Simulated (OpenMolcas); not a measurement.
Cu2+ among 4 point charges of -1.5 e arranged as a tetrahedron (Td).

```json
{"Program": "OpenMolcas 26.06", "Method": "SS-CASPT2, IPEA 0.25 Eh, imaginary shift 0.1 Eh (closed shells correlated: 3s 3p)", "Basis": "ANO-RCC-VDZP [5s4p2d1f]", "Scalar Hamiltonian": "DKH2, point nucleus", "Active space": "9 electrons in 5 orbitals (3d)", "State averaging": "2S+1 = 2 even, 5 roots", "Spin-orbit coupling": "RASSI with atomic mean-field integrals over the reference wave functions"}
```

All point charges move together. At R = 1.84 Å |10Dq| is 1606 cm-1, and at R = 2.05 Å it is 1092 cm-1.

Question: A third run gives 1396 cm-1. What distance was it run at?

Answer: With a power law R^-n the two known points give n = -ln(1092 / 1606) / ln(2.05 / 1.84) = 3.57. Then R = 1.84 × (1606 / 1396)^(1/3.57) = 1.914 Å. The run was at 1.92 Å, so the estimate is off by -0.006 Å.

Roots that are degenerate in the reference are averaged as groups; the widest CASPT2 spread within a group is 42 cm-1 (the 3-fold group of multiplicity 2 near 0 cm-1 above the lowest state of its run, R = 2.05). Shifts and gaps below about the spread of the groups concerned are not significant. An orbital triplet at a regular site is open to Jahn-Teller coupling, which can distort the site and quench the lowest spin-orbit gaps and is left out. The ground term spreads over less than 5000 cm-1, several times less than with real ligands, so orbital moments are less quenched and χT lies further from the spin-only value than at real sites. Free-ion shares, where given, are those of the reference states; single-state CASPT2 does not remix them. Point charges carry no covalency, so the field is a model and not that of real ligands. No measured value stands beside these numbers.
